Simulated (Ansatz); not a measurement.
Consider the ligand exchange at the Si–S bond: `CO[Si](F)(Cl)SC` + H₂Se → `CO[Si](F)(Cl)[SeH]` + CH₃SH.

Isolated molecules relaxed with PBE0-D4/def2-TZVP in Ansatz; ΔE leaves out vibrations. CCSD(T)/CBS adds triple-zeta CCSD(T) − MP2 to the extrapolated MP2 energy (def2 sets, frozen cores). This one scheme is used for every species. For Se outer-core shells are correlated without core-valence functions, which leaves a few kJ/mol of doubt a bond. Scalar relativity is left out up to krypton. Each species was taken in one conformer, which may not be the lowest.

`CO[Si](F)(Cl)SC`:

```xyz
13

C     2.396   -0.596    0.778
O     1.778    0.535    0.189
Si    0.316    0.575   -0.487
F     0.213   -0.462   -1.689
Cl    0.078    2.412   -1.321
S    -1.156    0.119    0.937
C    -2.608    0.033   -0.156
H     2.639   -1.343    0.019
H     3.317   -0.258    1.253
H     1.752   -1.052    1.536
H    -2.479   -0.738   -0.913
H    -2.793    0.999   -0.625
H    -3.454   -0.223    0.480
```

H₂Se:

Z-matrix (Å, degrees):
```
Se
H 1 1.467
H 1 1.467 2 91.2
```

`CO[Si](F)(Cl)[SeH]`:

Z-matrix (Å, degrees):
```
C
O 1 1.418
H 1 1.090 2 107.6
H 1 1.094 2 111.4 3 119.6
H 1 1.093 2 110.4 3 -119.1
Si 2 1.611 1 126.3 3 -165.3
Cl 6 2.025 2 106.7 1 -174.9
F 6 1.588 2 111.6 1 -58.5
Se 6 2.256 2 109.7 1 61.2
H 9 1.469 6 91.4 2 -156.7
```

CH₃SH:

Z-matrix (Å, degrees):
```
C
S 1 1.806
H 1 1.089 2 111.5
H 1 1.089 2 111.5 3 -123.8
H 1 1.090 2 106.2 3 118.1
H 2 1.342 1 97.1 3 61.9
```

| species | MP2/def2-QZVPP energy (Eh) |
| --- | --- |
| `CO[Si](F)(Cl)SC` | -1401.31070 |
| H₂Se | -2401.64268 |
| `CO[Si](F)(Cl)[SeH]` | -3364.79596 |
| CH₃SH | -438.15657 |

(1) Work out ΔE.

Largest T1 diagnostic among the species: 0.011.

Results:

(1) ΔE = (-3364.79596) + (-438.15657) − (-1401.31070) − (-2401.64268) = 0.00085 Eh = +2.2 kJ/mol. CCSD(T)/CBS gives +2.3 kJ/mol.

The D4 term adds +4.4 kJ/mol with B3LYP and +2.7 kJ/mol with PBE0; it sums over pairs of atoms, weighted by their polarisabilities, and B3LYP, whose exchange is more repulsive, gets the larger term.

B3LYP here is the variant with VWN-RPA as its local correlation; programs differ in this.
